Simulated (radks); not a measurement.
Results of a calculation; reference values are marked as such.
The indium ion In2+ inside a hard spherical wall (all orbitals vanish at R), configuration held at [Kr] 4d10 5s1 and not refilled when levels cross. Code: a radial shooting solver on a logarithmic mesh with Libxc functionals. Model: scalar-relativistic Kohn-Sham, LDA (Slater exchange, VWN5 correlation), spin-polarised, spherical densities, point nucleus; open shells are filled with parallel spins first (spin-orbit coupling, left out, can overturn this in heavy ions). Eigenvalues in eV for spin up, with the zero of energy where the potential of the charges vanishes at infinity; a dash marks a level that is unbound or too diffuse for the functional's potential to be trusted. A positive occupied level is held by the wall or, in an anion where self-interaction has pushed it up, behind a barrier. The pressure on the wall is -dE/dV.

[
 {"R (bohr)": "free", "E (hartree)": "-5875.54855", "kinetic (hartree)": "6122.595", "e(4s)": "-137.69", "e(4p)": "-96.283", "e(4d)": "-36.866", "e(5s)": "-24.547", "e(5p, empty)": "-16.919", "e(6s, empty)": "-8.441", "pressure (GPa)": "0"},
 {"R (bohr)": "20", "E (hartree)": "-5875.54855", "kinetic (hartree)": "6122.595", "e(4s)": "-137.69", "e(4p)": "-96.283", "e(4d)": "-36.866", "e(5s)": "-24.547", "e(5p, empty)": "-16.919", "e(6s, empty)": "-8.441", "pressure (GPa)": "< 0.0001"},
 {"R (bohr)": "15", "E (hartree)": "-5875.54855", "kinetic (hartree)": "6122.595", "e(4s)": "-137.69", "e(4p)": "-96.283", "e(4d)": "-36.866", "e(5s)": "-24.547", "e(5p, empty)": "-16.919", "e(6s, empty)": "-8.441", "pressure (GPa)": "< 0.0001"},
 {"R (bohr)": "12", "E (hartree)": "-5875.54855", "kinetic (hartree)": "6122.595", "e(4s)": "-137.69", "e(4p)": "-96.283", "e(4d)": "-36.866", "e(5s)": "-24.547", "e(5p, empty)": "-16.919", "e(6s, empty)": "-8.426", "pressure (GPa)": "< 0.0001"},
 {"R (bohr)": "10", "E (hartree)": "-5875.54855", "kinetic (hartree)": "6122.595", "e(4s)": "-137.69", "e(4p)": "-96.283", "e(4d)": "-36.866", "e(5s)": "-24.547", "e(5p, empty)": "-16.919", "e(6s, empty)": "-8.327", "pressure (GPa)": "< 0.0001"},
 {"R (bohr)": "8", "E (hartree)": "-5875.54853", "kinetic (hartree)": "6122.595", "e(4s)": "-137.69", "e(4p)": "-96.282", "e(4d)": "-36.865", "e(5s)": "-24.546", "e(5p, empty)": "-16.912", "e(6s, empty)": "-7.703", "pressure (GPa)": "0.00124"},
 {"R (bohr)": "7", "E (hartree)": "-5875.54841", "kinetic (hartree)": "6122.597", "e(4s)": "-137.68", "e(4p)": "-96.276", "e(4d)": "-36.859", "e(5s)": "-24.539", "e(5p, empty)": "-16.879", "e(6s, empty)": "-6.649", "pressure (GPa)": "0.0148"},
 {"R (bohr)": "6", "E (hartree)": "-5875.54733", "kinetic (hartree)": "6122.609", "e(4s)": "-137.64", "e(4p)": "-96.239", "e(4d)": "-36.824", "e(5s)": "-24.487", "e(5p, empty)": "-16.712", "e(6s, empty)": "-4.113", "pressure (GPa)": "0.167"},
 {"R (bohr)": "5", "E (hartree)": "-5875.53902", "kinetic (hartree)": "6122.682", "e(4s)": "-137.45", "e(4p)": "-96.048", "e(4d)": "-36.644", "e(5s)": "-24.164", "e(5p, empty)": "-15.959", "e(6s, empty)": "2.185", "pressure (GPa)": "1.79"},
 {"R (bohr)": "2", "E (hartree)": "-5869.24200", "kinetic (hartree)": "6151.334", "e(4s)": "-108.72", "e(4p)": "-67.644", "e(4d)": "-5.309", "e(5s)": "58.689", "e(5p, empty)": "84.971", "e(6s, empty)": "287.04", "pressure (GPa)": "10200"}
]
